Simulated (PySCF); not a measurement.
C3H6B2O2.
Numbering: `[BH2:1][O:2][C@H:3]1[BH:4][O:5][CH:6]=[CH:7]1` (hydrogens: H8, H9 on B1; H10 on C3; H11 on B4; H12 on C6; H13 on C7)

Method: PySCF, PBE0-D3(BJ)/def2-SVP geometry optimisation, gas phase; density fitting, grid level 1; the optimiser is geomeTRIC in internal coordinates, started from a GFN2-xTB structure with every atom displaced at random (about 0.01 Å).

Step 0: E = -8639.5902 eV
```
atom  x, y, z in Å  |  force x, y, z in eV/Å
B1      2.3669    0.4366   -0.7540   -1.350   0.575  -0.370
O2      1.0249    0.5293   -0.7944    0.012   0.009   0.169
C3      0.1377   -0.0578    0.1368    1.043  -0.301   0.357
B4     -0.7402    0.8841    1.0813   -0.964  -1.240  -1.061
O5     -2.0361    0.4238    0.9663    0.224   0.717   0.698
C6     -2.0945   -0.5938    0.0574    1.147  -0.063  -0.207
C7     -0.9095   -0.9109   -0.4798   -0.866   0.601   0.351
H8      2.9476   -0.1387    0.0679    0.510  -0.849   1.059
H9      2.8981    1.0404   -1.5988    0.646   0.463  -0.824
H10     0.7347   -0.7180    0.8317   -0.205   0.274  -0.098
H11    -0.5058    1.7517    1.8095    0.376   0.894   0.713
H12    -3.0608   -1.0201   -0.0969   -0.807  -0.348  -0.158
H13    -0.7571   -1.6433   -1.2373    0.233  -0.730  -0.630
```

Problem. Estimate the geometry and energy of step 1. (The exact step hangs on the optimiser's Hessian estimate; all steps are aligned on step 0, rigid shifts and turns removed.)

Solution. E = -8639.7508 eV, largest force 0.590 eV/Å
```
atom  x, y, z in Å  |  force x, y, z in eV/Å
B1      2.3265    0.5420   -0.7193    0.361  -0.442   0.148
O2      0.9969    0.5083   -0.8386   -0.157   0.135  -0.072
C3      0.1619   -0.1284    0.1075   -0.173   0.040  -0.028
B4     -0.7023    0.8425    1.0422    0.114   0.090   0.125
O5     -2.0032    0.4524    0.9829   -0.068  -0.079  -0.040
C6     -2.1010   -0.5932    0.0736   -0.340   0.127  -0.029
C7     -0.9506   -0.9422   -0.4985    0.209  -0.151  -0.062
H8      2.8506   -0.0632    0.2129   -0.043   0.223  -0.180
H9      2.9649    1.1030   -1.5800   -0.086   0.087   0.064
H10     0.7781   -0.7788    0.7637    0.018  -0.032   0.050
H11    -0.3719    1.7571    1.7559    0.008  -0.067  -0.080
H12    -3.1150   -0.9768   -0.0770    0.158  -0.011   0.054
H13    -0.8291   -1.7397   -1.2355    0.000   0.081   0.051
```

The energy changes by -0.1606 eV. The first-order estimate −F·Δx gives -0.3985 eV and the mean of the old and new forces, exact on a quadratic surface, -0.1576 eV. The step makes an angle of 75° with the force vector and moves no atom by more than 0.190 Å.

The cost below is that of the whole optimisation. Hardware: one thread of an Arm Neoverse V2, no GPU, shared host with 32 logical CPUs at a one-minute load of 49. Cost: 49 s of wall time, 0.54 GiB resident at most.
